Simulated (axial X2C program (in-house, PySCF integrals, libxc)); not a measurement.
## Spectroscopic constants of CsGe

Computed with an in-house relativistic program for diatomic molecules. Spin-free means the one-electron spin-free X2C Hamiltonian; two-component (2c) means X2C with spin–orbit coupling and atomic mean-field two-electron Coulomb and Gaunt terms, so the difference of the two also holds small scalar two-electron terms. Basis: Cs dyall-cv3z [15s15p9d4f1g], Ge dyall-cv3z [9s9p7d4f1g] (cores contracted in-house); Gaussian nuclei, density fitting, unrestricted open shells. Masses: Cs 132.905 u, Ge 73.921 u.

State, spin-free: M_S = 3/2, Λ = 0 (beyond evenly filled blocks: σα, π+α, π-α); electrons by block: σα: 19, σβ: 18, π+α: 10, π+β: 9, π-α: 10, π-β: 9, δ+α: 3, δ+β: 3, δ-α: 3, δ-β: 3. Fragments: Cs + Ge.

State, 2c: Ω = 3/2 (⟨Sz⟩ = 1.50, ⟨Lz⟩ = 0.00 at PBE0); electrons by block: 1/2: 28, -1/2: 28, 3/2: 13, -3/2: 12, 5/2: 3, -5/2: 3. Fragments: Cs + Ge.

| Hamiltonian | level | Re (Å) | ωe (cm⁻¹) | ωexe (cm⁻¹) | Be (cm⁻¹) | αe (cm⁻¹) | De (eV) | k (mdyn/Å) | μ (D) |
| --- | --- | --- | --- | --- | --- | --- | --- | --- | --- |
| spin-free | PBE0 | 3.294 | 112.8 | 0.266 | 0.0327 | 0.000116 | 1.70 | 0.356 | -9.88 |
| spin-free | HF | 3.473 | 104.4 | 0.236 | 0.02943 | 0.000101 | 1.22 | 0.305 | -12.26 |
| spin-free | MP2 | 3.342 | 114.1 | 0.259 | 0.03178 | 0.000106 | 1.58 | 0.364 | n/a |
| spin-free | CCSD | 3.367 | 112.1 | 0.254 | 0.0313 | 0.000104 | 1.54 | 0.352 | n/a |
| spin-free | CCSD(T) | 3.356 | 112.9 | 0.255 | 0.03151 | 0.000104 | 1.56 | 0.357 | n/a |
| spin-free | TPSSh | 3.301 | 111.4 | 0.264 | 0.03257 | 0.000117 | 1.80 | 0.347 | -9.81 |
| 2c | PBE0 | 3.294 | 112.8 | 0.266 | 0.0327 | 0.000116 | n/a | 0.356 | -9.86 |
| 2c | HF | 3.473 | 104.4 | 0.236 | 0.02943 | 0.0001 | n/a | 0.305 | -12.24 |
| 2c | MP2 | 3.342 | 114.0 | 0.259 | 0.03177 | 0.000106 | n/a | 0.364 | n/a |
| 2c | CCSD | 3.367 | 112.0 | 0.252 | 0.0313 | 0.000104 | n/a | 0.351 | n/a |
| 2c | CCSD(T) | 3.356 | 112.8 | 0.254 | 0.0315 | 0.000105 | n/a | 0.356 | n/a |
| 2c | TPSSh | 3.301 | 111.4 | 0.264 | 0.03258 | 0.000117 | n/a | 0.347 | -9.79 |

Correlated methods: 13 electrons correlated (number of frozen shells: Cs 4 s, 3 p, 2 d; Ge 3 s, 2 p, 1 d), 333 virtual spin orbitals or spinors in MP2, 90 natural virtuals in coupled cluster.

Dipoles are positive if Ge is the positive end.

Occupations by symmetry block were frozen at the best pattern of an incomplete PBE0 search. De is counted from the lowest determinant-based energies of the atoms at the same level, without counterpoise correction. De is not given where an atomic determinant may have missed its ground term or J level, or where the truncated virtual space spoils (T). Density functionals use the spin component along the axis (collinear). CCSD and (T) use frozen natural virtuals with an MP2 correction for the truncation; (T) itself is uncorrected, so its De runs slightly low. PBE0 can misorder states that lie within some tenths of an eV, so this need not be the ground state of the molecule. The nearest other spin-free determinant of the search, M_S = 1/2, Λ = 2, lies 0.96 eV up at the distance of the search. The functionals have no current-density term, which raises determinants with orbital currents, atoms included. With several unpaired electrons one determinant need not be a pure state. This is the top spin component of a Σ state; components of lower Ω are not single determinants and can lie lower. With the outer-core shells frozen, correlated bond lengths of heavy atoms tend to come out a few hundredths of an ångström too long.

Rough cost a point (2c) on 1 thread(s) of a shared host, integrals apart: PBE0 1.7 s, HF 1.9 s, CCSD(T) 8 s, TPSSh 2.7 s.

The whole task took 4.6 min on 1 thread of Arm Neoverse V1, with other jobs on the host.
